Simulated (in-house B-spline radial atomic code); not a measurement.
# RPA and G0W0 on Hartree-Fock: Mo+

Configuration [Kr] 4d5, highest spin, mean-field start Hartree-Fock. Computed with an all-electron radial atomic-structure program (B-spline basis): all electrons, scalar-relativistic (spin-free one-electron X2C), finite nucleus, each spin shell either full or empty, empty states to l = 9 with an (l + 1/2)⁻⁴ tail; G0W0 by contour deformation at full frequency.

Command:
```bash
python run_gw.py task.json out
```
Settings (radii: box in bohr, nucleus in fm):
```
Z                        42
electrons                41
configuration            [Kr] 4d5
hamiltonian              x2c
method                   hf
lmax                     9
rms_radius               4.4091
spin_polarised           True
box_radius               23.78
intervals                70
```

Time taken, with all properties: 4.4 s on 1 thread of Arm Neoverse V2, with other jobs on the host.

Energies (hartree):

```csv
term,value
mean-field total,-4046.01256
Hartree-Fock functional on these orbitals,-4046.01256
direct second order,-3.1107
second-order exchange,0.91221
SOSEX correction,0.85898
```

(1) What is the RPA correlation energy, and what remains with SOSEX?

Quasi-particle levels (eV):

| level | occupied | mean field | Σx - vxc | Σc | QP weight | G0W0 |
| --- | --- | --- | --- | --- | --- | --- |
| 4d up | yes | -16.352 | 0.00 | ? | ? | ? |
| 4p down | yes | -50.53 | 0.00 | 0.61 | 0.919 | -49.93 |
| 5s up | no | -6.045 | 0.00 | -0.95 | 0.977 | -6.992 |

G0W0 = mean field + (Σx - vxc) + Σc, with Σc (partial-wave tail included) taken at the quasi-particle energy. Only the outer levels were computed. Levels of low weight are left out.

(2) Where does G0W0 put 4d up?

Answers

(1) RPA gives -2.8001 hartree (-1.86 eV per electron); RPA + SOSEX gives -1.9411, and the second-order doubles (MP2) -2.1985 hartree. RPA lacks exchange-type terms and so overcorrelates at short range.

(2) At -16.633 eV, with Σc = -0.28 eV and a quasi-particle weight of 0.944. The tabulated removal energy is 16.16 ± 0.12 eV (NIST, semi-empirical); the calculation leaves out spin-orbit coupling, Breit and QED terms, and what these don't explain is the method's own error.
